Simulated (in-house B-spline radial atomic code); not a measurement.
Fe3+ is squeezed into an impenetrable sphere of radius R (the orbitals vanish at R). All numbers are computed (scalar-relativistic (X2C) Hartree-Fock, spin-polarised, averaged over the determinants with the given up and down occupations; Fermi nucleus of rms radius 3.7377 fm) with an all-electron radial atomic-structure program (B-spline basis), not measured.

Energies in eV above the free ion in [Ar] 3d5:

```csv
R (bohr),highest level (eV),[Ar] 3d5,[Ne] 3s2 3p5 3d6
8.29,-56.1,0,55.13
5.89,-56.1,0.0001104,55.13
5.05,-56.1,0.001826,55.13
4.5,-56.1,0.01114,55.15
3.87,-56,0.08391,55.24
2.91,-54.9,1.676,57.16
2.67,-54,3.559,59.33
2.14,-47.9,20,77.36
1.96,-43.1,37.08,95.5
1.28,25.5,455.8,518.8
```

Q: Does [Ne] 3s2 3p5 3d6 fall below [Ar] 3d5 under compression?

A: No, it stays above over the whole range.

The highest level is first positive in the row R = 1.28 bohr, pushed up by confinement above the zero of the free ion's potential. Each configuration is held fixed and needn't be the lowest in the sphere.
